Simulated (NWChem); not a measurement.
## Basis-set dependence for Cl2Hg

```
Hg
Cl 1 2.2823
Cl 1 2.2823 2 180.00
```
Charge 0, spin multiplicity 1.

The numbers come from NWChem runs, not from measurements. The geometry was optimised at PBE0/def2-SVP with def2 effective core potentials on Hg, a minimum by its harmonic frequencies.

Hartree-Fock energies in Ha, correlation energies in mHa.

Effective core potentials replace the inner electrons of Hg; spin-orbit coupling is left out. The correlated methods keep 14 core orbitals frozen. The structure started from a generated list of species.

```tsv
basis	functions	RHF	MP2	SCS-MP2
def2-SVP	68	-1071.29039	-549.9	-507.3
def2-TZVP	117	-1071.62099	-698.5	-653.7
```

From def2-SVP to def2-TZVP the Hartree-Fock energy moves by -330.6 mHa and the MP2 correlation energy by -148.6 mHa, which is 21 % of its value in the larger set.
